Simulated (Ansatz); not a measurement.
The same path of AlGaH7NO (11 atoms, charge 0, multiplicity 1) was run twice with different band settings. Lost on the way: O7–H11. Made: N2–H11.

These are results of RKS B3LYP-D4/def2-SVP (Ansatz 0.2.0), not measurements.

Relaxed end points:

```xyz
11
Properties=species:S:1:pos:R:3
Ga 0.232 0.212 0.167
N -0.044 -0.302 1.997
H -0.556 -1.167 2.169
H 0.771 -0.303 2.611
H 1.598 0.927 -0.133
H -0.662 -0.540 -0.884
O -1.032 1.782 0.899
Al -1.895 3.251 0.612
H -2.719 3.869 1.807
H -1.783 3.840 -0.843
H -0.941 1.212 1.729
```

```xyz
11
Properties=species:S:1:pos:R:3
Ga 0.033 0.553 0.066
N -0.041 -0.309 2.040
H -0.511 -1.213 2.107
H 0.852 -0.373 2.530
H 1.558 0.931 -0.077
H -0.709 -0.534 -0.804
O -1.039 1.927 0.645
Al -1.910 3.358 0.423
H -1.971 4.083 -0.988
H -2.673 3.962 1.679
H -0.621 0.393 2.510
```

Common settings: spring 5.0 eV/Å²; optimiser quadratic models (default); start path through a guess of the saddle point; force threshold 0.03 eV/Å; iteration limit 60; end points relaxed.

| run | movable images | climbing image |
| --- | --- | --- |
| 1 | 7 | yes |
| 2 | 4 | no |

(1) What does each run give, and how far can it be trusted?

## Answers

(1) Run 1: converged after 35 iterations, highest image 0.052 eV above the first end. The profile has 2 maxima (images 1, 5) with wells between them (image 3): this band takes more than one step, which may be the mechanism or a detour left from its start path. A vibrational analysis at the climbing image gives one clearly imaginary mode, 91i cm⁻¹: a first-order saddle point.
Run 2: converged after 24 iterations, highest image 0.049 eV above the first end. The profile has 2 maxima (images 1, 3) with wells between them (image 2): this band takes more than one step, which may be the mechanism or a detour left from its start path. No image climbed, so the highest image needn't sit at the top of the path.
The orbitals stay closed-shell, which can raise the energy where a bond breaks towards radicals; this wasn't checked here.
